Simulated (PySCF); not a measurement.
**B²⁺: ionisation energy**

B²⁺ [He] 2s1 (2S) → B³⁺ 1s2 (1S), as a difference of total energies. Computed with PySCF 2.14 in x2c-QZVPPall with one added diffuse shell each of s, p, d, f type (8s5p4d3f1g, 73 functions), with scalar relativity by spin-free X2C-1e. Correlated levels: valence and next inner shell: nothing frozen. The calculations carry no spin-orbit coupling.

| method | ionisation energy (eV) | error (eV) |
| --- | --- | --- |
| UHF | 37.829 | -0.102 |
| MP2 (valence and next inner shell) | 37.863 | -0.068 |
| SCS-MP2 (valence and next inner shell) | 37.861 | -0.070 |
| CCSD (valence and next inner shell) | 37.869 | -0.062 |
| CCSD(T) (valence and next inner shell) | 37.869 | -0.062 |

Reference: 37.931 eV (measured; NIST Atomic Spectra Database, ionization energies).

Errors of the correlated levels include the incompleteness of this basis.
